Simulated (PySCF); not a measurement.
Ru²⁺ (ruthenium, charge +2): UHF calculation

Configuration: [Kr] 4d5 5p1, high-spin 7P determinant (an excited configuration). Calculation: PySCF 2.14, in aug-cc-pwCVDZ-PP with ECP28MDF (6s6p5d3f, 70 functions); a scalar-relativistic core potential.

```json
{
  "Total energy": "-92.728676 hartree",
  "One-electron energy": "-150.6385 hartree",
  "Hartree (Coulomb) energy": "66.7941 hartree",
  "Exchange energy": "-8.8843 hartree",
  "⟨S²⟩": "12.0003",
  "⟨L²⟩": "2.005",
  "Sum of ⟨r⟩": "19.39 bohr",
  "Sum of ⟨r²⟩": "34.96 bohr²",
  "Traceless quadrupole moment −½Σ⟨3z² − r²⟩ along its main axis": "-4.77 e·bohr²"
}
```

| shell | electrons | mean orbital energy (eV) | spread (eV) | rms radius, mean of both spins (bohr) |
| --- | --- | --- | --- | --- |
| 4s α | 1 | -124.37 | 0 | 1.09 |
| 4s β | 1 | -114.87 | 0 | 1.09 |
| 4p α | 3 | -89.719 | 0.048 | 1.20 |
| 4p β | 3 | -77.778 | 0.511 | 1.20 |
| 4d α | 5 | -37.513 | 0.301 | 1.56 |
| 5p α | 1 | -18.168 | 0 | 3.43 |

Energies and moments cover only the electrons outside the core potential.
